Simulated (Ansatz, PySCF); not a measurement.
Gas-phase reaction R1 + R2 → P1, each structure at its B3LYP-D3(BJ)/def2-TZVP stationary point, reached from a drawn start (curvature not checked).
R1: H2 (SMILES [H][H]), charge 0, multiplicity 1.
R2: C2H6Si (SMILES C1C[SiH2]1), charge 0, multiplicity 1.
P1, C2H8Si (SMILES CC[SiH3]) (charge 0, multiplicity 1):
```xyz
11

C     -1.3046     0.5434     0.1989
C     -0.3023    -0.6176     0.1864
Si     1.4378    -0.1056    -0.3123
H     -2.3015     0.2082     0.4925
H     -1.0000     1.3236     0.8998
H     -1.3897     1.0054    -0.7870
H     -0.2521    -1.0845     1.1748
H     -0.6391    -1.4004    -0.5001
H      1.4313     0.4818    -1.6757
H      1.9635     0.9163     0.6276
H      2.3566    -1.2707    -0.3048
```

P less R. No zero-point or thermal terms.

Correlated levels freeze the cores. CBS(a, b) extrapolates the correlation energy as X⁻³ and adds the Hartree–Fock energy of set b.

The values were computed with Ansatz (Gaussian orbitals); PySCF for the D3/D4 terms. No computed number here is a measurement.

PBE/def2-TZVPP gives -42.26 kcal/mol for the reaction energy.

### Question
Where do these levels fall relative to PBE: PBE-D3(BJ)/def2-TZVPP, r2SCAN/def2-TZVPP, B3LYP/def2-TZVPP, wB97M-V/def2-TZVPP, B2PLYP/def2-TZVPP, MP2/CBS(cc-pV(T+d)Z, cc-pV(Q+d)Z), CCSD(T)/CBS(cc-pV(T+d)Z, cc-pV(Q+d)Z).

### Answer
PBE-D3(BJ)/def2-TZVPP -0.82; r2SCAN/def2-TZVPP -1.69; B3LYP/def2-TZVPP -2.71; wB97M-V/def2-TZVPP -2.99; B2PLYP/def2-TZVPP -3.19; MP2/CBS(cc-pV(T+d)Z, cc-pV(Q+d)Z) -2.18; CCSD(T)/CBS(cc-pV(T+d)Z, cc-pV(Q+d)Z) -3.37 kcal/mol. 0 of 7 lie above PBE; the widest gap is to CCSD(T)/CBS(cc-pV(T+d)Z, cc-pV(Q+d)Z).

Ansatz is an electronic-structure program.
